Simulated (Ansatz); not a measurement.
Basis-set extrapolation for `CCB(S)S` (PBE0-D4/def2-TZVP geometry, frozen core, Ansatz 0.2.0). Multiplicity 1, RHF reference.

```json
{"": "HF", "def2-TZVPP": "-899.688758", "def2-QZVPP": "-899.715640"}
{"": "MP2 correlation", "def2-TZVPP": "-0.810136", "def2-QZVPP": "-0.869722"}
{"": "CCSD(T) correlation", "def2-TZVPP": "-0.911972", "def2-QZVPP": "not run"}
```

Energies in hartree. Use E(X) = E(∞) + A·exp(−7.88·√X) for Hartree–Fock and E(X) = E(∞) + B·X^(−2.97) for correlation, with X = 3 and 4, and add CCSD(T) minus MP2 of the smaller set to the MP2 limit.

Problem. What is the CCSD(T) energy at the basis-set limit?

Solution. HF limit: -899.715640 + (-0.026882) × 0.13774 = -899.71934. MP2 limit: -0.869722 + (-0.059586) × 0.74074 = -0.91386. Higher-order term: -0.911972 − (-0.810136) = -0.10184. Total: -900.73504 hartree, 352.6 kJ/mol below CCSD(T)/def2-TZVPP.
